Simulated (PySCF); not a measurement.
Al(Cl)2(OH)(OH2), H₃AlCl₂O₂, singlet, CAM-B3LYP/def2-SVP optimised geometry.

```
8

Al    -0.58    -0.29     0.00
Cl     1.52    -0.29     0.00
Cl    -1.52    -1.96     0.91
O     -1.42     1.21     0.00
H     -1.29     1.96     0.59
O     -1.24    -0.58    -1.81
H     -1.77     0.23    -1.94
H     -1.83    -1.34    -1.87
```

Density from PySCF with CAM-B3LYP/def2-TZVP at that geometry.

Minimum of the electron density along straight lines between bonded atoms, close to the bond critical point (lines longer than 1.1 times the sum of covalent radii, or with two minima, are not listed):

```json
[
 {"bond": "Al1–Cl2", "length / Å": "2.104", "ρ at the minimum / e bohr⁻³": "0.075", "∇²ρ there / e bohr⁻⁵": "0.29", "position (fraction from the first atom)": "0.38"},
 {"bond": "Al1–Cl3", "length / Å": "2.123", "ρ at the minimum / e bohr⁻³": "0.072", "∇²ρ there / e bohr⁻⁵": "0.28", "position (fraction from the first atom)": "0.38"},
 {"bond": "Al1–O4", "length / Å": "1.714", "ρ at the minimum / e bohr⁻³": "?", "∇²ρ there / e bohr⁻⁵": "?", "position (fraction from the first atom)": "0.43"},
 {"bond": "O4–H5", "length / Å": "0.959", "ρ at the minimum / e bohr⁻³": "0.355", "∇²ρ there / e bohr⁻⁵": "-2.42", "position (fraction from the first atom)": "0.81"},
 {"bond": "Al1–O6", "length / Å": "1.944", "ρ at the minimum / e bohr⁻³": "?", "∇²ρ there / e bohr⁻⁵": "0.33", "position (fraction from the first atom)": "0.42"},
 {"bond": "O6–H7", "length / Å": "0.977", "ρ at the minimum / e bohr⁻³": "0.338", "∇²ρ there / e bohr⁻⁵": "-2.36", "position (fraction from the first atom)": "0.82"},
 {"bond": "O6–H8", "length / Å": "0.971", "ρ at the minimum / e bohr⁻³": "0.345", "∇²ρ there / e bohr⁻⁵": "-2.41", "position (fraction from the first atom)": "0.82"}
]
```

Question: Fill in the missing entries.

Answer: 
- Al1–O4, ρ at the minimum / e bohr⁻³: 0.106
- Al1–O4, ∇²ρ there / e bohr⁻⁵: 0.73
- Al1–O6, ρ at the minimum / e bohr⁻³: 0.057
